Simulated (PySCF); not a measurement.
B(CF3)(Cl)(F) (CBClF₄), SMILES FC(B(F)Cl)(F)F.

The structure is a stationary point at ωB97X-D3(BJ)/def2-SVP. This is a generated structure with no PubChem entry under its InChIKey; it may be hypothetical.

Method: TDA-PBE/def2-SVPD (PySCF).

Vertical excitations. The molecule is in vacuum.

```json
[
 {"state": "S1", "energy (eV)": "5.74", "λ (nm)": "216", "f": "0.003", "main pairs": "HOMO→LUMO 93 %"},
 {"state": "S2", "energy (eV)": "6.34", "λ (nm)": "196", "f": "0.006", "main pairs": "HOMO−1→LUMO 93 %"},
 {"state": "S3", "energy (eV)": "7.09", "λ (nm)": "175", "f": "0.002", "main pairs": "HOMO−3→LUMO 98 %"},
 {"state": "S4", "energy (eV)": "7.31", "λ (nm)": "170", "f": "0.140", "main pairs": "HOMO−2→LUMO 85 %"},
 {"state": "S5", "energy (eV)": "7.64", "λ (nm)": "162", "f": "0.000", "main pairs": "HOMO−4→LUMO 100 %"},
 {"state": "S6", "energy (eV)": "7.86", "λ (nm)": "158", "f": "0.016", "main pairs": "HOMO−5→LUMO 93 %"},
 {"state": "S7", "energy (eV)": "8.13", "λ (nm)": "152", "f": "0.040", "main pairs": "HOMO→LUMO+1 99 %"},
 {"state": "S8", "energy (eV)": "8.42", "λ (nm)": "147", "f": "0.003", "main pairs": "HOMO−6→LUMO 95 %"},
 {"state": "S9", "energy (eV)": "8.69", "λ (nm)": "143", "f": "0.016", "main pairs": "HOMO−7→LUMO 58 %, HOMO−1→LUMO+1 37 %"},
 {"state": "S10", "energy (eV)": "8.73", "λ (nm)": "142", "f": "0.019", "main pairs": "HOMO−1→LUMO+1 59 %, HOMO−7→LUMO 37 %"},
 {"state": "T1", "energy (eV)": "5.25", "λ (nm)": "236", "f": "0", "main pairs": "HOMO→LUMO 96 %"},
 {"state": "T2", "energy (eV)": "5.90", "λ (nm)": "210", "f": "0", "main pairs": "HOMO−1→LUMO 96 %"},
 {"state": "T3", "energy (eV)": "5.94", "λ (nm)": "209", "f": "0", "main pairs": "HOMO−2→LUMO 99 %"},
 {"state": "T4", "energy (eV)": "6.95", "λ (nm)": "179", "f": "0", "main pairs": "HOMO−3→LUMO 100 %"}
]
```
Triplets are in the Tamm–Dancoff approximation.
